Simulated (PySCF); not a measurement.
Deuteron quadrupole couplings in `[SiH3][C@]1(C2CC2)C=CO[SiH2]1`

Species: C₆H₁₂OSi₂.
Geometry (GFN2-xTB, Å), atoms numbered from 1 in this order:
```
atom  x, y, z in Å
Si1    0.1411    1.8410   -1.1793
C2     0.2571    0.3115   -0.0253
C3    -0.9667    0.2858    0.8627
C4    -2.2047   -0.4482    0.4540
C5    -1.3845   -0.9474    1.6060
C6     1.5135    0.4776    0.7827
C7     2.4939   -0.3628    0.4967
O8     2.2631   -1.3145   -0.4601
Si9    0.7131   -1.2711   -1.0172
H10    1.3483    1.9399   -1.9986
H11    0.0202    3.0475   -0.3549
H12   -1.0514    1.7086   -2.0186
H13   -1.1237    1.2209    1.3935
H14   -3.1668   -0.0040    0.6614
H15   -2.1740   -1.0097   -0.4679
H16   -0.8074   -1.8492    1.4718
H17   -1.7813   -0.8349    2.6045
H18    1.5956    1.2459    1.5322
H19    3.4809   -0.4009    0.9281
H20    0.7553   -1.0871   -2.4641
H21    0.0695   -2.5317   -0.6534
```

Level: PBE0/pcSseg-1 (PySCF, non-relativistic); Q(2H) = 0.00286 b; rigid geometry, the same for H and D, with no vibrational averaging.

Question: Rank these positions by the coupling χzz of a deuteron there, largest first.
A. H20 (Si–H hydrogen)
B. H18 (vinylic hydrogen)
C. H17 (methylene hydrogen)
D. H13 (methine hydrogen)

Answer: B (228 kHz), C (222 kHz), D (211 kHz), A (109 kHz).

Question: What are Vzz, η and χzz (234.96 MHz × Q × Vzz) at all hydrogens?

Answer: 
```csv
atom,bonded to,bond length (Å),Vzz (au),η,χzz (kHz)
H10,Si1,1.462,0.1638,0.02,110
H11,Si1,1.466,0.1615,0.02,109
H12,Si1,1.464,0.1635,0.01,110
H13,C3,1.087,0.3137,0.10,211
H14,C4,1.080,0.3317,0.07,223
H15,C4,1.080,0.3330,0.09,224
H16,C5,1.079,0.3318,0.08,223
H17,C5,1.080,0.3309,0.07,222
H18,C6,1.077,0.3399,0.08,228
H19,C7,1.078,0.3292,0.08,221
H20,Si9,1.459,0.1616,0.01,109
H21,Si9,1.461,0.1602,0.01,108
```

Question: Average by the element that carries the hydrogen.

Answer: on Si: 109 kHz over 5 positions, mean bond length 1.463 Å; on C: 222 kHz over 7 positions, mean bond length 1.080 Å.

Question: How does χzz go with the bond length over the 7 C–H bonds?

Answer: A straight-line fit has a slope of -15.3 kHz for each 0.01 Å, with a correlation coefficient of -0.93, over lengths from 1.077 to 1.087 Å. The longer bonds have the smaller couplings here.

Question: Give the 2H NMR doublet splittings at H11 for a magnetic field along the z, y and x axes of the gradient: 3χ/2, 3χ(1 + η)/4, 3χ(1 − η)/4.

Answer: With |χ| = 108.6 kHz and η = 0.020: 163, 83 and 80 kHz, to first order and without motion.

One conformer (not necessarily the lowest) at the GFN2-xTB geometry, without solvent, vibrations or thermal averaging. GFN2-xTB bond lengths can be off by several hundredths of an ångström, more for odd bonds, and the gradients follow them. The small basis limits the accuracy of the gradients.

These values come from a run that also computed NMR shieldings. On Arm Neoverse N1, one thread, shared host with 64 logical CPUs at a one-minute load of 58, this took 2.0 min wall (with the writing of density and orbital grids) and 1.0 GiB of memory at its peak.
